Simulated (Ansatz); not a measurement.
Born–Oppenheimer molecular dynamics of BFH2O2 (6 atoms, charge 0, multiplicity 1). It starts from a relaxed structure.

Method: RKS revPBE-D4/def2-SVP (Ansatz).

| Quantity | Value |
| --- | --- |
| ensemble | NVT, Nosé–Hoover chain |
| time step | 0.5 fs |
| steps asked | 166 |
| set temperature | 1000 K |
| thermostat | time constant 100 fs, chain length 3 (defaults) |
| seed | 331673 |

First frame:

```xyz
6
Properties=species:S:1:pos:R:3
B -0.011 -0.079 -0.010
O -0.015 -0.067 1.365
H -0.877 -0.278 1.761
F 1.158 0.206 -0.607
O -1.073 -0.352 -0.840
H -1.899 -0.558 -0.373
```

Q: What does the run give?

A: The run went to its last step.

```
steps done                                               : 166
time covered                                             : 83 fs
mean temperature over the second half                    : 553 K
spread of the potential energy over the second half      : 17.1 meV per atom
mean potential energy of the second half above the start : 48.8 meV per atom
```

The conserved energy stayed within 1.7 meV per atom of its start (net change 1.6 meV per atom), so the integration is sound. The mean temperature of the second half is 45 % below the set value. A run of 0.083 ps of so small a system gives no equilibrium averages.

Q: What happens to the structure?

A: The same pairs are bonded in the first frame and the last. Pairs count as bonded within 1.25 times the sum of covalent radii (0.12 Å more for H–H). Another seed would give other details.

Q: How do temperature and energy run in time?

A: 
| time (fs) | T (K) | potential energy less start (eV) | conserved less start (meV/atom) |
| --- | --- | --- | --- |
| 0 | 1000 | 0.000 | 0.00 |
| 2.5 | 627 | 0.198 | 0.88 |
| 5 | 551 | 0.236 | 0.72 |
| 7.5 | 400 | 0.315 | 0.82 |
| 10 | 421 | 0.304 | 0.58 |
| 12.5 | 590 | 0.213 | 0.00 |
| 15 | 130 | 0.458 | 1.01 |
| 17.5 | 434 | 0.297 | 0.31 |
| 20 | 148 | 0.452 | 1.37 |
| 22.5 | 616 | 0.206 | 0.39 |
| 25 | 386 | 0.330 | 0.97 |
| 27.5 | 699 | 0.164 | 0.04 |
| 30 | 633 | 0.202 | 0.26 |
| 32.5 | 518 | 0.268 | 0.93 |
| 35 | 779 | 0.134 | 0.54 |
| 37.5 | 494 | 0.289 | 1.24 |
| 40 | 714 | 0.172 | 0.20 |
| 42.5 | 245 | 0.422 | 1.09 |
| 45 | 733 | 0.166 | 0.03 |
| 47.5 | 446 | 0.323 | 0.90 |
| 50 | 471 | 0.313 | 0.74 |
| 52.5 | 287 | 0.411 | 0.91 |
| 55 | 337 | 0.386 | 0.57 |
| 57.5 | 652 | 0.222 | -0.02 |
| 60 | 329 | 0.401 | 1.07 |
| 62.5 | 700 | 0.209 | 0.35 |
| 65 | 313 | 0.421 | 1.55 |
| 67.5 | 754 | 0.193 | 0.47 |
| 70 | 554 | 0.305 | 1.09 |
| 72.5 | 1001 | 0.076 | -0.04 |
| 75 | 838 | 0.170 | 0.27 |
| 77.5 | 542 | 0.337 | 1.06 |
| 80 | 685 | 0.266 | 0.71 |
| 82.5 | 404 | 0.423 | 1.31 |

Time of the run: 58 s on 2 threads of Intel(R) Xeon(R) 6975P-C (Granite Rapids), with other jobs on the host, peak memory 0.14 GiB.
